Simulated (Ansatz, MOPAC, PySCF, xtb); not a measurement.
Pair of molecules: SiH4 (SMILES [SiH4]) (first 5 atoms) with CH3I (SMILES CI); geometry from B3LYP-D3(BJ)/def2-TZVP, rigid monomers moved along the line of their centres of mass till Si1···I7 is 3.60 Å.
(charge 0, multiplicity 1):
```xyz
10

Si     0.14233     0.04489    -0.03850
H      1.28925    -0.85688     0.19585
H      0.23097     1.21992     0.85687
H     -1.12633    -0.67200     0.21983
H      0.15633     0.50879    -1.44608
C     -1.86098     0.44185     2.95155
I     -0.21209    -0.86356     3.42347
H     -2.44328    -0.04314     2.17689
H     -2.43760     0.57736     3.85907
H     -1.44017     1.37738     2.60211
```

Interaction energies are E(AB) − E(A) − E(B) at the monomers' geometry in the complex; basis-set methods are counterpoise corrected. Rows marked so take none.

Rows in 3-21G carry no dispersion term and start afresh at each structure; the Pople sets are all-electron and without relativity. The state that AM1, PM7 reach isn't checked; PM7 holds dispersion and hydrogen-bond terms.

Codes used: Ansatz (a quantum-chemistry and plane-wave program); MOPAC for AM1, PM7 (differences of heats of formation); PySCF for 3-21G rows, the dispersion terms; xtb for the GFN methods. Values without a source in brackets are computed. In def2 rows elements past Kr take small-core potentials, without spin–orbit coupling.

```json
[
 {"level": "GFN-FF", "interaction energy (kcal/mol)": "0.09"},
 {"level": "AM1", "interaction energy (kcal/mol)": "0.96"},
 {"level": "PM7", "interaction energy (kcal/mol)": "3.69"},
 {"level": "HF/3-21G (no counterpoise)", "interaction energy (kcal/mol)": "3.29"},
 {"level": "PBE-D3(BJ)/def2-TZVPPD", "interaction energy (kcal/mol)": "-1.22"},
 {"level": "r2SCAN-D3(BJ)/def2-TZVPPD", "interaction energy (kcal/mol)": "-0.67"},
 {"level": "B3LYP/def2-TZVPPD", "interaction energy (kcal/mol)": "2.79"},
 {"level": "B3LYP-D4/def2-TZVPPD", "interaction energy (kcal/mol)": "-0.45"},
 {"level": "PBE0-D3(BJ)/def2-TZVPPD", "interaction energy (kcal/mol)": "?"}
]
```

Task: Complete the blanks.

Result: 
- PBE0-D3(BJ)/def2-TZVPPD, interaction energy (kcal/mol): -1.28
